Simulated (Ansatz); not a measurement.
Basis-set series for BFH6SSi2. Total charge 0; spin multiplicity 1. The bonds changed during the relaxation, so this is another structure than the one it started from. The geometry is a stationary point of PBE0-D4/def2-TZVP. It is one conformer, not always the lowest.

Z-matrix (Å, degrees):
```
B
S 1 2.019
Si 1 2.034 2 97.5
H 1 1.200 2 107.5 3 -123.7
H 1 1.206 2 101.4 3 115.3
Si 2 2.235 1 80.8 3 -34.3
H 2 1.348 1 99.1 3 58.3
H 3 1.493 1 114.1 2 -69.5
H 3 1.487 1 125.5 2 149.9
F 6 1.599 2 110.4 1 160.3
H 6 1.484 2 100.4 1 -86.7
```

```
functional       basis  functions  energy (Eh)  HOMO (eV)  LUMO (eV)
   PBE0-D4    def2-SVP        112  -1104.62306      -7.44      -0.33
   PBE0-D4  def2-QZVPP        504  -1105.16490      -7.45      -0.64
   ωB97M-V    def2-SVP        112  -1105.00830      -9.46       1.64
   ωB97M-V  def2-QZVPP        504  -1105.55242      -9.50       0.89
```

Problem. Give the rows for def2-TZVPP. (An estimate is asked.)

Solution. Computed: 
```json
{"functional": "PBE0-D4", "basis": "def2-TZVPP", "functions": "272", "energy (Eh)": "-1105.12632", "HOMO (eV)": "-7.44", "LUMO (eV)": "-0.58"}
{"functional": "ωB97M-V", "basis": "def2-TZVPP", "functions": "272", "energy (Eh)": "-1105.51621", "HOMO (eV)": "-9.49", "LUMO (eV)": "1.26"}
```

Positive LUMOs are unbound and depend on the basis.
